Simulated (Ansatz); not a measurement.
A nudged elastic band was laid between two geometries of Cl6Mo + H2 (9 atoms, charge 0, multiplicity 1).

All numbers below come from RKS PBE/def2-SVP in Ansatz.

- movable images: 5
- climbing image: yes
- spring: 5.0 eV/Å²
- optimiser: quadratic models (default)
- start path: straight line
- force threshold: 0.05 eV/Å
- iteration limit: 60
- end points: relaxed

First end point:

```xyz
9
Properties=species:S:1:pos:R:3
Mo -0.324 -0.334 -0.257
Cl -0.273 -0.281 2.059
Cl 1.992 -0.337 -0.313
Cl -0.323 1.983 -0.314
Cl -2.642 -0.330 -0.205
Cl -0.326 -2.651 -0.204
Cl -0.379 -0.389 -2.574
H 2.294 2.447 1.804
H 2.333 2.344 2.565
```

Last end point:

```xyz
9
Properties=species:S:1:pos:R:3
Mo 0.020 0.091 -0.491
Cl 0.483 0.296 3.268
Cl 2.244 0.087 0.112
Cl 0.082 2.500 -0.895
Cl -2.095 0.111 0.318
Cl 0.057 -2.212 -0.357
Cl -0.137 0.172 -2.757
H 0.092 1.186 0.751
H 1.606 0.221 2.613
```

Question: What changes between the two ends?

Answer: Bonds broken: Mo1–Cl2, H8–H9. Bonds formed: Mo1–H8, Cl2–H9. Cl6Mo + H2 becomes Cl5HMo + ClH.

Question: Give the energies along the band, and the barrier.

Answer: It converged. The highest image is number 3 of 0 to 6, 1.11 eV above the first end and 0.61 eV above the last; the last end lies 0.51 eV above the first. The order of the stationary point at the top wasn't checked. The orbitals stay closed-shell, which can raise the energy where a bond breaks towards radicals; this wasn't checked here.

```csv
image,path coordinate (Å),energy (eV),Mo1–Cl2 (Å),H8–H9 (Å),Mo1–H8 (Å)
0,0.00,0.00,2.32,0.77,4.34
1,1.33,0.00,2.31,0.77,4.47
2,2.65,0.05,2.32,0.77,3.82
3,3.98,1.11,2.48,1.22,3.04
4,5.22,0.88,2.81,2.04,2.12
5,6.47,0.55,3.37,2.57,1.66
6,7.71,0.51,3.79,2.59,1.66
```

Question: What is the geometry of the highest image?

Answer: 
```xyz
9
Properties=species:S:1:pos:R:3
Mo 0.113 -0.260 -0.270
Cl 0.469 -0.148 2.185
Cl 2.404 -0.327 -0.365
Cl 0.463 2.205 -0.034
Cl -2.062 0.247 0.255
Cl -0.191 -2.541 -0.354
Cl -0.201 -0.242 -2.553
H 0.677 2.200 1.428
H 0.681 1.318 2.271
```

Run time: 5.5 min on 4 threads of Arm Neoverse V2 (shared host), peak memory 0.3 GiB.
